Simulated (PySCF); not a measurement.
## Radial density of Zr (zirconium, neutral)

UHF, [Kr] 4d1 5s2 5p1, one real determinant (an excited configuration). Calculation: PySCF 2.14, in aug-cc-pVDZ-PP with ECP28MDF (5s5p4d2f, 54 functions); scalar relativity through the core potential. This is the valence pseudo-density: the core potential removes the inner electrons and smooths the orbitals near the nucleus.

```json
{"r (bohr)": "0.0368", "4πr²ρ (e/bohr)": "1.175e-05", "4πr²(ρα − ρβ)": "0.0000"}
{"r (bohr)": "0.0620", "4πr²ρ (e/bohr)": "3.579e-05", "4πr²(ρα − ρβ)": "0.0000"}
{"r (bohr)": "0.104", "4πr²ρ (e/bohr)": "0.0001386", "4πr²(ρα − ρβ)": "0.0000"}
{"r (bohr)": "0.175", "4πr²ρ (e/bohr)": "0.0009752", "4πr²(ρα − ρβ)": "0.0001"}
{"r (bohr)": "0.295", "4πr²ρ (e/bohr)": "0.01549", "4πr²(ρα − ρβ)": "0.0010"}
{"r (bohr)": "0.496", "4πr²ρ (e/bohr)": "0.4581", "4πr²(ρα − ρβ)": "0.0192"}
{"r (bohr)": "0.834", "4πr²ρ (e/bohr)": "5.515", "4πr²(ρα − ρβ)": "0.1967"}
{"r (bohr)": "1.40", "4πr²ρ (e/bohr)": "7.085", "4πr²(ρα − ρβ)": "0.4982"}
{"r (bohr)": "2.36", "4πr²ρ (e/bohr)": "1.661", "4πr²(ρα − ρβ)": "0.4156"}
{"r (bohr)": "3.97", "4πr²ρ (e/bohr)": "0.8400", "4πr²(ρα − ρβ)": "0.3298"}
{"r (bohr)": "6.68", "4πr²ρ (e/bohr)": "0.1496", "4πr²(ρα − ρβ)": "0.0956"}
{"r (bohr)": "11.2", "4πr²ρ (e/bohr)": "0.003225", "4πr²(ρα − ρβ)": "0.0030"}
```

⟨L²⟩ = 8.57 against 12 for a pure F term, so this real determinant mixes terms. Energies and moments cover only the electrons outside the core potential. ⟨S²⟩ = 2.08 against 2.00 shows spin contamination.
